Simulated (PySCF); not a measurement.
A structure optimised at B3LYP-D3(BJ)/def2-SVP, used in a PySCF frequency run:

```xyz
7

O     -0.1774     2.5862     0.0000
C     -0.5927     1.4511     0.0000
Si     0.6800    -0.0030     0.0000
Cl    -0.3459    -1.8113     0.0000
H     -1.6984     1.2362     0.0000
H      1.5175     0.1006    -1.2221
H      1.5175     0.1006     1.2221
```
Charge 0, spin multiplicity 1.

Task: Write its SMILES, formula and point group.

Result: O=C[SiH2]Cl, CH3ClOSi, Cs

Task: What are its rotational constants (standard atomic weights)?

Result: 15.575, 1.9974, 1.8085 GHz
